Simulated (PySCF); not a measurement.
C₄H₉FSi, SMILES CC/C=C(\F)[SiH3]. Atoms are numbered in the order given.

```xyz
15

C     -2.8520    -0.8315     0.5563
C     -1.9673    -0.0888    -0.4407
C     -0.5344    -0.5074    -0.3664
C      0.4961     0.2984    -0.0878
F      0.2724     1.6133     0.1359
Si     2.3047    -0.2011     0.0320
H     -2.8075    -1.9211     0.3999
H     -3.9036    -0.5229     0.4574
H     -2.5356    -0.6313     1.5912
H     -2.3371    -0.2778    -1.4645
H     -2.0355     0.9971    -0.2791
H     -0.2988    -1.5639    -0.5349
H      2.3966    -1.6666    -0.2327
H      3.1156     0.5516    -0.9706
H      2.8339     0.1070     1.3937
```

Geometry: PBE0-D3(BJ)/def2-SVP. The structure was generated by enumeration; whether it is a known compound was not checked. Other conformers were not sampled.

Level of theory: SMD-B3LYP/6-31G* (PySCF).

Solvation free energies are E(SMD) − E(gas) at the gas-phase geometry, for 1 M in both phases. In vacuum the dipole moment is 1.31 D.

| solvent | ΔG(solv) (kcal/mol) | its non-electrostatic (CDS) part | dipole (D) |
|---|---|---|---|
| water | 2.8 | 4.6 | 1.85 |
| dimethylsulfoxide | -0.5 | 1.3 | 1.84 |
| benzene | -2.4 | -1.6 | 1.52 |
